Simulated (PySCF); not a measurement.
Species: C₈H₉OP.
SMILES with atom numbers: `[CH3:1][C:2]#[C:3][P:4]([CH3:5])[c:6]1[cH:7][cH:8][o:9][cH:10]1` (hydrogens: H11, H12, H13 on C1; H14, H15, H16 on C5; H17 on C7; H18 on C8; H19 on C10)

The same species was optimised twice, with GFN2-xTB and with PBE0-D3(BJ)/def2-SVP (PySCF), and the same property calculations (PySCF, gas phase) were run on both structures.

| coordinate | GFN2-xTB | PBE0-D3(BJ)/def2-SVP | change |
| --- | --- | --- | --- |
| C2≡C3 (Å) | 1.205 | 1.218 | +0.013 |
| C6–C7 (Å) | 1.425 | 1.437 | +0.012 |
| P4–C5 (Å) | 1.857 | 1.849 | -0.008 |
| C1–C2 (Å) | 1.446 | 1.451 | +0.005 |
| O9–C10 (Å) | 1.344 | 1.349 | +0.005 |
| C7–C8 (Å) | 1.357 | 1.361 | +0.004 |
| C8–O9 (Å) | 1.344 | 1.348 | +0.004 |
| P4–C6 (Å) | 1.820 | 1.822 | +0.002 |
| C6–C10 (Å) | 1.365 | 1.368 | +0.003 |
| C3–P4 (Å) | 1.768 | 1.770 | +0.002 |
| C3–P4–C6 (°) | 96.3 | 100.2 | +3.9 |
| C3–P4–C5 (°) | 97.9 | 100.8 | +2.9 |
| C1–C2–C3 (°) | 177.3 | 179.4 | +2.1 |
| C5–P4–C6 (°) | 98.8 | 100.5 | +1.7 |
| P4–C6–C10 (°) | 129.3 | 128.2 | -1.1 |
| P4–C6–C7 (°) | 125.2 | 126.4 | +1.2 |
| C8–O9–C10 (°) | 107.0 | 107.3 | +0.3 |
| C2–C3–P4 (°) | 173.8 | 174.1 | +0.3 |
| C3–P4–C6–C7 (°) | 57 | 57 | 0 |

Rotational constants: A = 1724, B = 741.3, C = 576.6 MHz (GFN2-xTB) against A = 1799, B = 692.4, C = 548.1 MHz (PBE0-D3(BJ)/def2-SVP). Point groups within 0.08 Å: C1 and C1.

On the GFN2-xTB structure: HOMO (eV) -6.33 [PBE0/pcSseg-1]; LUMO (eV) 0.21 [PBE0/pcSseg-1]; dipole (D) 1.69 [PBE0/pcSseg-1]; GIAO shielding of C1 (ppm) 180.8 [PBE0/pcSseg-1]; GIAO shielding of C2 (ppm) 78.6 [PBE0/pcSseg-1]; GIAO shielding of C3 (ppm) 100.6 [PBE0/pcSseg-1]; GIAO shielding of P4 (ppm) 409.3 [PBE0/pcSseg-1]; GIAO shielding of C5 (ppm) 170.3 [PBE0/pcSseg-1]; GIAO shielding of C6 (ppm) 54.2 [PBE0/pcSseg-1]; GIAO shielding of C7 (ppm) 65.8 [PBE0/pcSseg-1]; GIAO shielding of C8 (ppm) 38.9 [PBE0/pcSseg-1].

What do these properties become on the PBE0-D3(BJ)/def2-SVP structure?

```
                                    property          level  on GFN2-xTB  on PBE0-D3(BJ)/def2-SVP  change
                                   HOMO (eV)  PBE0/pcSseg-1        -6.33                    -6.22   +0.11
                                   LUMO (eV)  PBE0/pcSseg-1         0.21                     0.19   -0.02
                                  dipole (D)  PBE0/pcSseg-1         1.69                     1.69    0.00
energy, GFN2-xTB geometry as zero (kcal/mol)  PBE0/pcSseg-1          0.0                     -1.0    -1.0
                  GIAO shielding of C1 (ppm)  PBE0/pcSseg-1        180.8                    178.3    -2.5
                  GIAO shielding of C2 (ppm)  PBE0/pcSseg-1         78.6                     75.8    -2.8
                  GIAO shielding of C3 (ppm)  PBE0/pcSseg-1        100.6                    100.8    +0.2
                  GIAO shielding of P4 (ppm)  PBE0/pcSseg-1        409.3                    396.1   -13.2
                  GIAO shielding of C5 (ppm)  PBE0/pcSseg-1        170.3                    170.4    +0.1
                  GIAO shielding of C6 (ppm)  PBE0/pcSseg-1         54.2                     55.4    +1.2
                  GIAO shielding of C7 (ppm)  PBE0/pcSseg-1         65.8                     65.3    -0.5
                  GIAO shielding of C8 (ppm)  PBE0/pcSseg-1         38.9                     37.1    -1.8
```

The heavy atoms differ by 0.104 Å rms after alignment. Among bonds between heavy atoms C2≡C3 and C6–C7 change most and about equally (+0.012 to +0.013 Å). Changes are differences of the printed values. Neither structure is proved a minimum here.

Shape of the structure used: `[CH3:1][C:2]#[C:3][P:4]([CH3:5])[c:6]1[cH:7][cH:8][o:9][cH:10]1`: C3–P4–C6–C7 57°.
